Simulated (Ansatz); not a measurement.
CH$_{5}$ClFInSi (`[F][InH][CH]([SiH3])Cl`) at its PBE0-D4/def2-TZVP geometry, where that method's forces vanish. Charge 0, multiplicity 1. In: def2 effective core potential.

```json
{"atom": "F1", "x (Å)": "1.0590", "y (Å)": "1.3292", "z (Å)": "1.9769"}
{"atom": "In2", "x (Å)": "0.7891", "y (Å)": "1.7561", "z (Å)": "0.0788"}
{"atom": "C3", "x (Å)": "-0.1524", "y (Å)": "0.0402", "z (Å)": "-0.8216"}
{"atom": "Si4", "x (Å)": "-0.7099", "y (Å)": "-1.2766", "z (Å)": "0.3960"}
{"atom": "Cl5", "x (Å)": "1.1545", "y (Å)": "-0.6210", "z (Å)": "-1.8840"}
{"atom": "H6", "x (Å)": "1.4273", "y (Å)": "3.2585", "z (Å)": "-0.3871"}
{"atom": "H7", "x (Å)": "-0.9641", "y (Å)": "0.3421", "z (Å)": "-1.4847"}
{"atom": "H8", "x (Å)": "-1.7815", "y (Å)": "-0.6795", "z (Å)": "1.2373"}
{"atom": "H9", "x (Å)": "0.4326", "y (Å)": "-1.7042", "z (Å)": "1.2344"}
{"atom": "H10", "x (Å)": "-1.2546", "y (Å)": "-2.4447", "z (Å)": "-0.3459"}
```

Q: For each bond, give half the difference of the two atoms' forces along it (eV/Å; positive pushes the atoms apart) under PBE-D4, r2SCAN-D4, B3LYP-D4, ωB97M-V in def2-TZVPP. (Best estimate.)

A: The calculation gave: 
| bond | length (Å) | PBE-D4 | r2SCAN-D4 | B3LYP-D4 | ωB97M-V |
| --- | --- | --- | --- | --- | --- |
| F1–In2 | 1.964 | 0.44 | 0.08 | 0.27 | 0.05 |
| In2–C3 | 2.154 | 0.04 | 0.06 | 0.13 | -0.05 |
| In2–H6 | 1.698 | -0.04 | -0.08 | -0.10 | -0.09 |
| C3–Si4 | 1.878 | -0.05 | -0.06 | 0.02 | 0.07 |
| C3–Cl5 | 1.809 | 0.20 | 0.26 | 0.38 | 0.20 |
| C3–H7 | 1.091 | 0.10 | -0.05 | -0.18 | -0.12 |
| Si4–H8 | 1.488 | 0.07 | -0.02 | -0.09 | -0.10 |
| Si4–H9 | 1.480 | 0.07 | -0.02 | -0.08 | -0.10 |
| Si4–H10 | 1.487 | 0.08 | -0.01 | -0.08 | -0.11 |

B3LYP here is the variant with VWN-RPA as its local correlation; programs differ in this.

Results of the Gaussian-basis code of Ansatz.
